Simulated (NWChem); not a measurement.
AlIF2; SMILES [I][Al]([F])[F]

```xyz
4

Al     0.0000     0.0000     1.3501
F      0.0000    -1.4145     2.1996
F      0.0000     1.4145     2.1996
I      0.0000     0.0000    -1.0782
```
Atoms are numbered in this order, from 1.

Geometry: optimised at PBE0/def2-SVP. def2 effective core potentials on I; no spin-orbit coupling.

Symmetry labels are those of C2v in the frame above (b1 and b2, or b-type labels, depend on it).

**Question.** List the 6 lowest vertical singlet excitations from CAM-B3LYP/def2-SVP with def2 effective core potentials on I, full TDDFT (NWChem).

**Answer.** 
| state | energy (eV) | oscillator strength | symmetry | leading excitation (squared amplitude) |
|---|---|---|---|---|
| S1 | 5.63 | 0.021 | b2 | HOMO → LUMO (0.98) |
| S2 | 5.78 | 0.030 | b1 | HOMO−1 → LUMO (0.98) |
| S3 | 6.47 | 0.000 | a2 | HOMO → LUMO+1 (0.99) |
| S4 | 6.86 | 0.013 | a1 | HOMO−1 → LUMO+1 (0.86) |
| S5 | 8.06 | 0.374 | a1 | HOMO−2 → LUMO (0.73) |
| S6 | 8.33 | 0.038 | b1 | HOMO−2 → LUMO+1 (0.96) |
